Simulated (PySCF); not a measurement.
# Electron correlation in C+ (carbon, charge +1)

[He] 2s1 2p1 3d1, one real determinant (an excited configuration). Computed with PySCF 2.14 in aug-cc-pVTZ with one added diffuse shell each of s, p, d, f type (6s5p4d3f, 62 functions), with the non-relativistic Hamiltonian (point nucleus). Frozen: 1s2; 3 electrons correlated.

```tsv
level	correlation energy (mhartree)
CCSD	-11.06
(T)	-0.25
CCSD(T)	-11.31
```

Diagnostics: T1 = 0.016, D1 = 0.0393, largest double amplitude 0.085.

Is a single reference adequate?

Mostly. T1 lies below 0.03, but a double amplitude of this size points to a near-degeneracy that CCSD handles and MP2 describes poorly.

The reference is one real determinant that mixes LS terms of this configuration.
